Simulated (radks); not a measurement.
Task: Radial electron density D(r) = 4 pi r^2 rho(r) of an atom or ion with 61 electrons. All-electron calculation, Dirac Kohn-Sham, BLYP, spin-unpolarised, spherical densities, finite nucleus; Fermi nuclear charge, rms radius of each element as measured or else 0.836 A^(1/3) + 0.57 fm. Program: a radial shooting solver on a logarithmic mesh with Libxc functionals.

| r (bohr) | D(r) (e/bohr) |
|---|---|
| 0.002155 | 14.03 |
| 0.002488 | 17.34 |
| 0.002874 | 21.29 |
| 0.003319 | 25.94 |
| 0.003802 | 31.01 |
| 0.004391 | 37.10 |
| 0.005071 | 43.88 |
| 0.005857 | 51.21 |
| 0.006764 | 58.86 |
| 0.007812 | 66.50 |
| 0.009021 | 73.67 |
| 0.01042 | 79.84 |
| 0.01203 | 84.46 |
| 0.0139 | 87.06 |
| 0.01605 | 87.41 |
| 0.01853 | 85.66 |
| 0.0214 | 82.50 |
| 0.02472 | 79.15 |
| 0.02855 | 77.21 |
| 0.03297 | 78.26 |
| 0.03808 | 83.20 |
| 0.04397 | 91.67 |
| 0.05079 | 101.7 |
| 0.05865 | 110.0 |
| 0.06774 | 113.1 |
| 0.0776 | 109.9 |
| 0.08962 | 101.0 |
| 0.1035 | 91.01 |
| 0.1195 | 85.48 |
| 0.138 | 87.55 |
| 0.1594 | 94.87 |
| 0.1841 | 100.1 |
| 0.2126 | 95.80 |
| 0.2456 | 80.29 |
| 0.2836 | 60.08 |
| 0.3275 | 45.22 |
| 0.3783 | 41.41 |
| 0.4369 | 45.53 |
| 0.5045 | 49.11 |
| 0.5827 | 45.93 |
| 0.6729 | 36.52 |
| 0.7771 | 25.82 |
| 0.8975 | 18.04 |
| 1.036 | 14.00 |
| 1.197 | 11.97 |
| 1.382 | 10.07 |
| 1.584 | 7.785 |
| 1.829 | 5.199 |
| 2.112 | 3.028 |
| 2.44 | 1.556 |
| 2.818 | 0.7161 |
| 3.254 | 0.2964 |
| 3.758 | 0.1082 |
| 4.34 | 0.03320 |
| 5.012 | 0.008081 |
| 5.788 | 0.001482 |
| 6.685 | 0.0001939 |

What is the nuclear charge?

Result: Z = 64. The innermost maximum, from 1s, lies near gamma/Z bohr with gamma = sqrt(1 - (Z/c)^2) = 0.884, here 0.0138 bohr (found: 0.0153), and its height grows with Z. The density is that of the gadolinium ion Gd3+ in [Xe] 4f5 5d2; the configuration itself is not fixed sharply by these data, and Z only to a few units. D(r) has 4 maxima, at r = 0.0153, 0.0677, 0.187, 0.513 bohr, and minima at 0.0295, 0.123, 0.369 bohr, inside which lie 2.02, 11.17, 29.24 electrons.
